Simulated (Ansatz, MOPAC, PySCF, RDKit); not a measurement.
Complex: HCl (SMILES Cl) (first 2 atoms) with CH4 (SMILES C); geometry from B3LYP-D3(BJ)/def2-TZVP, rigid monomers moved along the line of their centres of mass till H2···C3 is 2.90 Å.
(charge 0, multiplicity 1):
| atom | x (Å) | y (Å) | z (Å) |
|---|---|---|---|
| Cl | -0.4127 | -0.3469 | -0.4821 |
| H | -0.2910 | -0.2431 | 0.7911 |
| C | -0.0071 | 0.0031 | 3.6618 |
| H | -0.9374 | 0.4789 | 3.3517 |
| H | 0.0941 | 0.0943 | 4.7420 |
| H | -0.0225 | -1.0537 | 3.3952 |
| H | 0.8398 | 0.4951 | 3.1835 |

| level | interaction energy (meV) | minus CCSD(T)/CBS(aug-cc-pV(D+d)Z, aug-cc-pV(T+d)Z) |
|---|---|---|
| UFF | -17.8 | 25.0 |
| PM3 | -39.5 | 3.2 |
| HF/STO-3G (no counterpoise) | -5.3 | 37.4 |
| HF/3-21G (no counterpoise) | -17.4 | 25.4 |
| HF/aug-cc-pV(D+d)Z | -5.4 | 37.3 |
| HF/aug-cc-pV(T+d)Z | -6.3 | 36.4 |
| r2SCAN/def2-TZVPPD | -35.0 | 7.8 |
| B3LYP/6-311+G** (no counterpoise) | -19.3 | 23.4 |
| B3LYP/def2-TZVPPD | -11.6 | 31.2 |
| B3LYP-D4/def2-TZVPPD | -37.1 | 5.6 |
| PBE0/def2-TZVPPD | -28.2 | 14.5 |
| PBE0-D4/def2-TZVPPD | -45.0 | -2.3 |
| wB97X-V/def2-TZVPPD | -39.9 | 2.8 |
| MP2/6-31G* | -21.6 | 21.1 |
| MP2/6-31G* (no counterpoise) | -31.0 | 11.8 |
| MP2/aug-cc-pV(T+d)Z | -42.5 | 0.2 |
| SCS-MP2/aug-cc-pV(T+d)Z | -33.0 | 9.7 |
| CCSD/aug-cc-pV(D+d)Z | -29.7 | 13.0 |
| CCSD(T)/aug-cc-pV(T+d)Z | -40.3 | 2.4 |
| CCSD(T)/CBS(aug-cc-pV(D+d)Z, aug-cc-pV(T+d)Z) | -42.7 | 0.0 |

 The comparison column counts from a level with limits of its own.

The rows run from -45.0 (PBE0-D4/def2-TZVPPD) to -5.3 meV (HF/STO-3G (no counterpoise)). In aug-cc-pV(T+d)Z the value moves HF -6.3, MP2 -42.5, CCSD(T) -40.3, a shift of -34.0 from HF to CCSD(T). The dispersion term adds -25.6 in B3LYP-D4, -16.8 in PBE0-D4. The 4 functionals in def2-TZVPPD without D3 or D4 span 28.4, from wB97X-V to B3LYP.

Interaction energies are E(AB) − E(A) − E(B) at the monomers' geometry in the complex; basis-set methods are counterpoise corrected. Rows marked so take none. RDKit's UFF carries no charges.

Cores are frozen in the correlated methods. CBS: X⁻³ extrapolation of the correlation energy, Hartree–Fock from the larger set. Rows in 3-21G, 6-311+G**, 6-31G*, STO-3G carry no dispersion term and start afresh at each structure (6-31G* with six Cartesian d functions). MP2/6-31G* freezes PySCF's default core. The state that PM3 reach isn't checked.

Run with Ansatz (a program for electronic structure); MOPAC for PM3 (differences of heats of formation); PySCF for 3-21G rows, 6-311+G** rows, 6-31G* rows, STO-3G rows, the dispersion terms; RDKit for the force fields. Values without a source in brackets are computed.
